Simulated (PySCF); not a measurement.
**YbBr: from constants to spectrum**

M06 constants of YbBr, doublet, about 14.0 electrons in the 4f shell (Mulliken) (Yb x2c-SVPall, Br x2c-SVPall; spin-free X2C with a Gaussian nucleus (PySCF 2.14); masses 173.9389 and 78.9183 u):

- ωe: 200.9 cm⁻¹
- ωexe: 0.422 cm⁻¹
- Be: 0.044424 cm⁻¹
- αe: 0.000133 cm⁻¹
- De to Yb (4f14 6s2) + Br: 2.93 eV

**Question.** What force constant and bond length do these constants imply?

**Answer.** Reduced mass μred = 54.287 u; k = 5.8918×10⁻⁷·μred·ωe² (u, cm⁻¹, mdyn/Å) = 1.29 mdyn/Å; Re = √(16.8576/(μred·Be)) (u, cm⁻¹, Å) = 2.644 Å.

**Question.** Estimate the centrifugal constant D from the Kratzer relation and find the Dunham coefficient a1.

**Answer.** D = 4Be³/ωe² = 8.69e-09 cm⁻¹; a1 = −1 − αeωe/(6Be²) = -3.26.

Spin–orbit coupling is left out, which matters for elements this heavy, above all for dissociation energies. With d or f electrons several states lie close, and the lowest PBE0 determinant need not be the measured ground state.
